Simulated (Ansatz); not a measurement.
Input file for Ansatz (an electronic-structure program): R-wB97M-V/def2-TZVPP on CdH2O (SMILES [OH][CdH]), atoms moved off the minimum. Elements past Kr take the def2 small-core potentials; no spin–orbit coupling.

Ansatz 0.2 input:
```yaml
crystal:
  periodic: [false, false, false]
  atoms:
    - {symbol: Cd, position_ang: [-0.27797496, -0.05498258, -0.01517881]}
    - {symbol: H, position_ang: [-1.79985822, -0.69502631, -0.20870396]}
    - {symbol: O, position_ang: [1.60119513, 0.50193154, 0.16140731]}
    - {symbol: H, position_ang: [1.68987452, 1.43398258, 0.24247367]}
basis:
  gaussian:
    orbitals: def2-TZVPP
hamiltonian:
  xc: {name: wB97M-V}
scf: {lower_state_search: off}
output: {forces: true}
```

The head of its log:

```
WARN ansatz: RAYON_NUM_THREADS=1 ignored (pool sized by the plan → 1); use --threads N
Functional definition: wB97M-V
these checks for a lower state are left out or cut short: stability, starts, cluster_reference, orbital_swaps, neighbouring_geometries, increment
integrals: 0.04 GiB planned
651 factors; their error is unknown
integrals: 0.07 GiB planned
129 factors; integrals over basis functions are off by at most 3.9e-5 eV
mean field: 0.42 GiB planned
mean field evaluation 1: about -6637.2583 eV, gradient 5.7e1 eV
mean field evaluation 2: about -6628.3192 eV, gradient 9.0e1 eV
```

Task: What total energy does the run end on?

Result: -244.1250 hartree.
